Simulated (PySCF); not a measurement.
# Level sweep

Species: diisopropyl ether, C6H14O.
SMILES: `CC(OC(C)C)C`

PySCF, dipoles from the SCF density, polarisabilities from static response with core orbitals frozen. Geometry: PBE0-D3(BJ)/def2-SVP, one conformer, isolated molecule.

Question: Compare the levels for these properties.

Answer: 

```tsv
level	μ (D)	α (au)	anisotropy (au)
LDA/def2-SVPD	1.172	86.22	16.76
PBE/def2-SVPD	1.146	84.74	16.55
B3LYP/def2-SVPD	1.221	81.85	15.29
PBE0/def2-SVPD	1.205	81.10	15.19
BHandHLYP/def2-SVPD	1.283	78.64	14.18
CAM-B3LYP/def2-SVPD	1.268	80.47	14.55
wB97X-D/def2-SVPD	1.234	80.41	14.41
LC-wPBE/def2-SVPD	1.273	78.31	13.94
HF/def2-SVPD	1.345	75.53	12.96
PBE0/6-31G*	1.065	68.87	15.11
PBE0/6-31+G*	1.256	76.49	14.67
PBE0/def2-SVP	1.139	71.56	14.57
PBE0/aug-cc-pVDZ	1.167	83.18	15.84
```

The anisotropy is √(½[(α1 − α2)² + (α2 − α3)² + (α3 − α1)²]). The dipole runs from 1.07 D (PBE0/6-31G*) to 1.35 D (HF/def2-SVPD). No reference polarisability is at hand; against PBE0 in the largest diffuse basis at hand (aug-cc-pVDZ) the other PBE0 rows deviate by 6-31G* -17%, 6-31+G* -8%, def2-SVP -14%, def2-SVPD -3%. In one basis (def2-SVPD) the functionals order the polarisability from HF (lowest) to LDA (highest), a spread of 14%. With PBE0 the polarisability is 70.21 au without diffuse functions (mean of 6-31G* and def2-SVP) and 80.26 au with them (mean of 6-31+G*, def2-SVPD and aug-cc-pVDZ).
